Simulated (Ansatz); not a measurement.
Calculated with Ansatz (gas phase, PBE0-D4/def2-TZVP geometries, no zero-point term in ΔE). CCSD(T)/CBS is the MP2 limit (def2-TZVPP, def2-QZVPP) plus CCSD(T) − MP2 in def2-TZVPP, frozen cores. DFT in def2-TZVPP. Elements past krypton have def2 core potentials. For Ge, Se, Sn outer-core shells are correlated without core-valence functions, which leaves a few kJ/mol of doubt a bond. Scalar relativity is left out up to krypton. Each species was taken in one conformer, which may not be the lowest.

Consider the redistribution: `[OH][SnH2][SeH]` + `C[O][GeH2][AlH2]` → `C[O][GeH2][SeH]` + `[OH][SnH2][AlH2]`.

```json
{"species": "`[OH][SnH2][SeH]`", "ωB97X-V energy (Eh)": "-2693.28658"}
{"species": "`C[O][GeH2][AlH2]`", "ωB97X-V energy (Eh)": "-2436.74570"}
{"species": "`C[O][GeH2][SeH]`", "ωB97X-V energy (Eh)": "-4595.12999"}
{"species": "`[OH][SnH2][AlH2]`", "ωB97X-V energy (Eh)": "-534.90339"}
```

Problem. Work out ΔE.

Solution. ΔE = (-4595.12999) + (-534.90339) − (-2693.28658) − (-2436.74570) = -0.00110 Eh = -2.9 kJ/mol. CCSD(T)/CBS gives -0.9 kJ/mol.

Largest T1 diagnostic among the species: 0.014.
